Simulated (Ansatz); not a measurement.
Basis-set series for C₃H₉MgNO (`CC(C)[O][Mg][NH2]`). Charge 0, multiplicity 1. The geometry is a stationary point of PBE0-D4/def2-TZVP. It is one conformer, not always the lowest.

Cartesian coordinates in Å:
```
C -1.997 0.229 0.117
C -0.637 0.607 0.683
C -0.352 -0.143 1.975
O 0.359 0.377 -0.246
Mg 1.586 -0.099 -1.422
N 2.902 -0.576 -2.679
H -2.801 0.451 0.824
H -2.024 -0.842 -0.108
H -2.189 0.779 -0.807
H -0.663 1.685 0.922
H -0.344 -1.222 1.788
H -1.107 0.068 2.737
H 0.625 0.142 2.372
H 3.721 -0.039 -2.921
H 2.920 -1.416 -3.236
```

```
functional       basis  functions  energy (Eh)  HOMO (eV)  LUMO (eV)
   PBE0-D4    def2-SVP        133   -449.20558      -6.18      -0.75
   PBE0-D4  def2-TZVPP        313   -449.56152      -6.33      -0.88
   ωB97M-V    def2-SVP        133   -449.46215      -8.58       0.50
   ωB97M-V  def2-TZVPP        313   -449.82902      -8.74       0.35
```

**Question.** Give the rows for def2-QZVPP. (Best estimate.)

**Answer.** Computed: 
| functional | basis | functions | energy (Eh) | HOMO (eV) | LUMO (eV) |
| --- | --- | --- | --- | --- | --- |
| PBE0-D4 | def2-QZVPP | 618 | -449.58663 | -6.37 | -0.95 |
| ωB97M-V | def2-QZVPP | 618 | -449.85279 | -8.78 | 0.09 |

Positive LUMOs are unbound and depend on the basis.
